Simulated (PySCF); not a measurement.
**Radial density of Cs⁺ (caesium, charge +1)**

M06-L, [Xe], closed-shell 1S. All numbers are calculated (PySCF 2.14, scalar relativity by spin-free X2C-1e, in Sapporo-DKH3-DZP-2012).

| r (bohr) | 4πr²ρ (e/bohr) |
| --- | --- |
| 0.0206 | 71.21 |
| 0.0347 | 62.17 |
| 0.0584 | 81.47 |
| 0.0982 | 87.74 |
| 0.165 | 68.09 |
| 0.278 | 71.40 |
| 0.467 | 26.56 |
| 0.786 | 27.42 |
| 1.32 | 7.870 |
| 2.22 | 3.922 |
| 3.74 | 0.3503 |
| 6.29 | 0.001839 |

Densities and radii are taken from the X2C orbitals without a picture-change correction, which distorts them close to the nucleus.

Spin-orbit coupling, which splits the p, d and f shells strongly at this Z, is absent.
